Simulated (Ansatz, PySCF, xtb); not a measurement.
Gas-phase reaction R1 + R2 → P1 + P2, each structure at its B3LYP-D3(BJ)/def2-TZVP stationary point, reached from a drawn start (curvature not checked).
P1, H2 (SMILES [H][H]) (charge 0, multiplicity 1, Z-matrix in Å and degrees):
```
H
H 1 0.7440
```
R1: H2O (SMILES O), charge 0, multiplicity 1.
P2: BHO2 (SMILES O=BO), charge 0, multiplicity 1.
R2: BHO (SMILES B=O), charge 0, multiplicity 1.

```
level                          reaction energy (kcal/mol)  minus CCSD(T)/CBS(cc-pVTZ, cc-pVQZ)
-----------------------------  --------------------------  -----------------------------------
GFN2-xTB                                           -10.66                                 3.09
HF/cc-pVDZ                                         -13.49                                 0.26
PBE-D3(BJ)/def2-TZVPP                              -15.63                                -1.89
PBE-D4/def2-TZVPP                                  -15.77                                -2.03
BLYP-D3(BJ)/def2-TZVPP                             -15.82                                -2.07
revPBE/def2-TZVPP                                  -14.68                                -0.94
r2SCAN/def2-TZVPP                                  -16.82                                -3.07
r2SCAN-D3(BJ)/def2-TZVPP                           -16.88                                -3.13
B3LYP-D3(BJ)/def2-TZVPP                            -15.64                                -1.90
PBE0-D3(BJ)/def2-TZVPP                             -15.25                                -1.50
PBE0-D4/def2-TZVPP                                 -15.35                                -1.60
CAM-B3LYP-D4/def2-TZVPP                            -15.55                                -1.81
wB97X-V/def2-TZVPP                                 -14.57                                -0.82
B2PLYP-D3(BJ)/def2-TZVPP                           -14.91                                -1.16
B2PLYP-D4/def2-TZVPP                               -14.96                                -1.22
MP2/cc-pVDZ                                        -15.10                                -1.35
MP2/CBS(cc-pVTZ, cc-pVQZ)                          -14.20                                -0.45
SCS-MP2/cc-pVTZ                                    -14.69                                -0.94
CCSD(T)/cc-pVTZ                                    -14.48                                -0.73
CCSD(T)/CBS(cc-pVTZ, cc-pVQZ)                      -13.75                                 0.00
```

 The comparison column counts from a level with limits of its own.

P less R. No zero-point or thermal terms.

Cores are frozen in the correlated methods. CBS(a, b) extrapolates the correlation energy as X⁻³ and adds the Hartree–Fock energy of set b.

Programs: Ansatz (Gaussian orbitals); PySCF for the D3/D4 terms; xtb for the GFN methods. Each number belongs to the level named beside it.

Ansatz is a program for electronic structure.
